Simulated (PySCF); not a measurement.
# Dipole moment and polarisability of Ge(SMe)2H2

Species: Ge(SMe)2H2, C2H8GeS2.
Geometry (PBE0-D3(BJ)/def2-SVP, Å), atoms numbered from 1 in this order:
```xyz
13
C2H8GeS2 angstrom
Ge    -1.301    0.741    0.119
S     -1.159    0.038    2.213
C      0.257   -1.095    2.056
H     -0.035   -2.042    1.580
H      0.614   -1.301    3.074
H      1.066   -0.617    1.483
S      0.710    1.438   -0.545
C      0.925    0.468   -2.072
H      0.735   -0.601   -1.906
H      1.973    0.595   -2.374
H      0.278    0.836   -2.880
H     -2.336    1.877    0.130
H     -1.698   -0.389   -0.857
```

Level: CAM-B3LYP/def2-SVPD (PySCF), static field, nuclei fixed, core orbitals frozen in the response. The polarisability tensor in these axes (au):

```
x    98.49  -2.06  -9.45
y    -2.06  89.84  -8.50
z    -9.45  -8.50 111.74
```

Question: Give the principal values, the mean and the anisotropy Δα = √{½[(α1 − α2)² + (α2 − α3)² + (α1 − α3)²]}.

Answer: Principal values 84.74, 97.07 and 118.26 au; mean 100.02 au = 14.82 Å³ = 16.49 × 10⁻⁴⁰ C²·m²/J; Δα = 29.37 au (29 % of the mean).

Question: What is the dipole moment, and where does it point?

Answer: (0.49, -1.57, -1.83) D, 2.46 D in size, pointing from the negative to the positive side. Measured along this direction, the outermost atoms are S2 at the negative end and H9 at the positive end.

Question: Estimate the molar refractivity from the static electronic polarisability.

Answer: Lorentz–Lorenz: R = (4π/3)N_A α = 2.5225 cm³/(mol·Å³) × 14.82 Å³ = 37.4 cm³/mol, in the limit of long wavelengths.

Question: Orientational against electronic polarisability at 273 K (dilute gas, rigid molecules)?

Answer: In Gaussian units μ²/3kT = 53.54 Å³ against 14.82 Å³, a ratio of 3.61; the Debye molar polarisation (4π/3)N_A(α + μ²/3kT) is 172.4 cm³/mol, leaving out the vibrational part.

Question: Rayleigh depolarisation ratio (linearly polarised light, static tensor)?

Answer: ρ = 3Δα²/(45ᾱ² + 4Δα²) = 2587.0/(450206 + 3449.3) = 0.0057.

Question: Find the Langevin capture rate constant for H3+ (3.023 u) meeting this molecule (169.928 u), k = 2.342 × 10⁻⁹ cm³/s × √(α in Å³ / reduced mass in u).

Answer: The reduced mass is 2.97 u, so k = 5.23 × 10⁻⁹ cm³/s. The formula leaves out the permanent dipole, which adds to the capture rate.

Question: Form Σ f/ω² (atomic units) for the 15 lowest TDDFT singlets, given as eV and f, and set it beside the mean polarisability, which is this sum over all singlets: 5.31, 0.0154; 5.41, 0.0077; 5.84, 0.0187; 5.99, 0.0138; 6.31, 0.0080; 6.41, 0.0035; 6.62, 0.0037; 6.69, 0.0319; 6.79, 0.0075; 7.24, 0.0079; 7.27, 0.0217; 7.32, 0.1499; 7.35, 0.0146; 7.39, 0.1478; 7.50, 0.0130.

Answer: They add up to 7.07 au, 7.1 % of the 100.02 au; the largest single term is 2.07 au, from the state at 7.32 eV. Terms in order: 0.40, 0.19, 0.41, 0.28, 0.15, 0.06, 0.06, 0.53, 0.12, 0.11, 0.30, 2.07, 0.20, 2.00, 0.17 au. Higher excitations give the rest. The strengths listed sum to 0.465.

The structure is a single PBE0-D3(BJ)/def2-SVP conformer in the gas phase; no vibrational or solvent corrections. The calculation is non-relativistic, for germanium too.

The run behind these numbers computed excited states as well. Hardware: Intel Xeon 6975P-C, one thread, no GPU, shared host with 192 logical CPUs at a one-minute load of 119. Cost: 39 s wall (with the writing of density and orbital grids), 0.95 GiB resident at most.
